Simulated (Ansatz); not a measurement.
Input and output for `B[S][Zn][CH2]N`.

```yaml
crystal:
  periodic: [false, false, false]
  atoms:
    - {symbol: B, position_ang: [0.996035, 2.450844, 0.659827]}
    - {symbol: S, position_ang: [2.423194, 1.421258, 0.446628]}
    - {symbol: Zn, position_ang: [1.058108, -0.294662, 0.214938]}
    - {symbol: C, position_ang: [-0.316445, -1.687921, -0.060369]}
    - {symbol: N, position_ang: [-1.480767, -1.328447, -0.867536]}
    - {symbol: H, position_ang: [1.138332, 3.623003, 0.841108]}
    - {symbol: H, position_ang: [-0.123836, 2.002477, 0.626652]}
    - {symbol: H, position_ang: [0.163222, -2.561087, -0.509445]}
    - {symbol: H, position_ang: [-0.662698, -2.021027, 0.921257]}
    - {symbol: H, position_ang: [-1.981057, -0.545500, -0.467996]}
    - {symbol: H, position_ang: [-1.214078, -1.058928, -1.805074]}
basis:
  gaussian: {orbitals: cc-pVTZ}
hamiltonian: {xc: {name: PBE}, dispersion: d3bjatm}
```

```sh
$ ansatz run in.yaml --threads 2 --pin off --events-out ev --progress --plain --max-ram 22528MiB --backend cuda --devices 0, --max-vram 18GiB
```

It prints (some lines left out):

```
Functional definition: PBE
1689 factors; their error is unknown
mean field evaluation 1: about -62523.3225 eV, gradient 1.1e2 eV
mean field evaluation 2: about -62371.4179 eV, gradient 2.7e2 eV
mean field evaluation 4: about -62539.7937 eV, gradient 4.0e1 eV
mean field evaluation 8: about -62543.4885 eV, gradient 4.8e-1 eV
mean field evaluation 16: about -62543.4360 eV, gradient 2.6e-3 eV
mean field -62543.43598992 eV, -2298.4288791659 hartree, gradient 7.1e-5 eV, S^2 0.000000; 0 other end points of the search recorded, 0 dependent functions left out
reference -62543.43603766 eV, -2298.4288809204 hartree; 35, 35 occupied and 241, 241 virtual orbitals, 1689 factors
Total energy: -62543.67233540 eV, -2298.4375647023 hartree
```

Hardware: 2 threads of an AMD EPYC 7R13 on a shared host and a share of an NVIDIA H100 80 GB. Wall time 3.3 s, peak host memory 0.86 GiB.
